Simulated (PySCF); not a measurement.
Mo⁺: ionisation energy

Mo⁺ [Kr] 4d5 (6S) → Mo²⁺ [Kr] 4d4 (5D), as a difference of total energies. All numbers are calculated (PySCF 2.14, a scalar-relativistic core potential, in def2-QZVPPD with the def2 core potential (28 electrons) (7s5p4d3f2g, 81 functions)). Correlated levels: valence: 4s2 4p6 frozen. The calculations carry no spin-orbit coupling.

| method | ionisation energy (eV) |
| --- | --- |
| UHF | 15.102 |
| MP2 (valence) | 15.776 |
| SCS-MP2 (valence) | 15.327 |
| CCSD (valence) | 15.815 |
| CCSD(T) (valence) | 15.838 |

Question: How much does correlation contribute at CCSD(T) (valence)?

Answer: 15.838 − (15.102) = 0.736 eV, measured against UHF.

The reference lies between the lowest fine-structure levels, while these numbers refer to the centres of the terms.

Errors of the correlated levels include the incompleteness of this basis and the frozen core.

For comparison: 16.16 ± 0.12 eV (semi-empirical (NIST evaluation); NIST Atomic Spectra Database, ionization energies).
